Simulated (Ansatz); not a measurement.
Harmonic frequencies (cm⁻¹) at PBE0-D4/def2-TZVP from Ansatz: 30, 78, 113, 218, 284, 360, 488, 537, 623, 673, 815, 832, 881, 915, 956, 2195, 2233, 2310.

Each molecule was computed in one conformer, which needn't be the lowest.

(1) Which molecule is it?
A. `F[SiH](F)S[SiH2]`•
B. `[SiH2][S][GeH3]`•
C. `F[SiH]S[SiH2]F`•
D. `O[Si](O)(O)[S]`•

Results:

(1) A.
